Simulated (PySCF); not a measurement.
Se²³⁺: ionisation energy

Se²³⁺ [Ne] 3s1 [3s1/2^1, M_J = 1/2] → Se²⁴⁺ [Ne], as a difference of total energies. Computed with PySCF 2.14 in an uncontracted even-tempered set (19 s from 3 bohr⁻², ratio 2.4; 13 p from 3.8 bohr⁻², ratio 2.4; 5 d from 13 bohr⁻², ratio 2.6; 4 f from 19 bohr⁻², ratio 2.6), with the two-component X2C-1e Hamiltonian. Correlated levels: 1s2 frozen; the 52 highest virtual spinors dropped. "Screened" scales the spin-orbit matrix elements by Boettger's factors to mimic the two-electron term; Breit and QED terms are absent.

```json
{"method": "GHF (screened spin-orbit)", "ionisation energy (eV)": "1035.7", "difference from reference (eV)": "-0.7"}
{"method": "GMP2 (screened spin-orbit)", "ionisation energy (eV)": "1036.4", "difference from reference (eV)": "0.0"}
```

Reference: 1036.4 eV (semi-empirical (NIST evaluation); NIST Atomic Spectra Database, ionization energies).

Breit and QED terms and the two-electron picture change are absent.
